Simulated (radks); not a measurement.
Polarisabilities and homonuclear dispersion coefficients (atomic units). Method: non-relativistic Kohn-Sham, PBE, spin-polarised, spherical densities, point nucleus; open shells are filled with parallel spins first (spin-orbit coupling, left out, can overturn this in heavy ions); computed with a radial shooting solver on a logarithmic mesh with Libxc functionals. Response by self-consistent Sternheimer equations with the Hartree and adiabatic LDA kernel. "Uncoupled" leaves out the induced potential. Quadrupole and octupole values are given only where no p, d or f shell is open. The Sternheimer factor gamma scales a distant field gradient at the nucleus by 1 - gamma.

| species | configuration | alpha1 (bohr^3) | alpha1, uncoupled | alpha2 (bohr^5) | alpha3 (bohr^7) | C6 | C8 | Sternheimer gamma | recommended alpha1 |
|---|---|---|---|---|---|---|---|---|---|
| Xe | [Xe] | 28.95 | 48.06 | 242.0 | 4106 | 309.3 | 13460 | -155 | 27.32 +/- 0.2 |
| Xe+ | [Kr] 4d10 5s2 5p5 | 18.68 | 31.67 | - | - | 163.3 | - | - | - |
| Xe2+ | [Kr] 4d10 5s2 5p4 | 13.30 | 22.94 | - | - | 95.92 | - | - | - |
| Xe3+ | [Kr] 4d10 5s2 5p3 | 9.993 | 17.50 | - | - | 59.40 | - | - | - |
| Xe4+ | [Kr] 4d10 5s2 5p2 | 7.926 | 14.19 | - | - | 38.89 | - | - | - |
| Xe5+ | [Kr] 4d10 5s2 5p1 | 6.440 | 11.77 | - | - | 25.81 | - | - | - |
| Xe6+ | [Kr] 4d10 5s2 | 5.355 | 9.909 | 9.201 | 31.62 | 17.24 | 189.9 | -11.1 | - |

Recommended values: Schwerdtfeger and Nagle, table of static dipole polarisabilities (2023 update), measured or computed.

Beside tabulated values, note that relativity, absent from the non-relativistic runs, is large for the heavy elements.
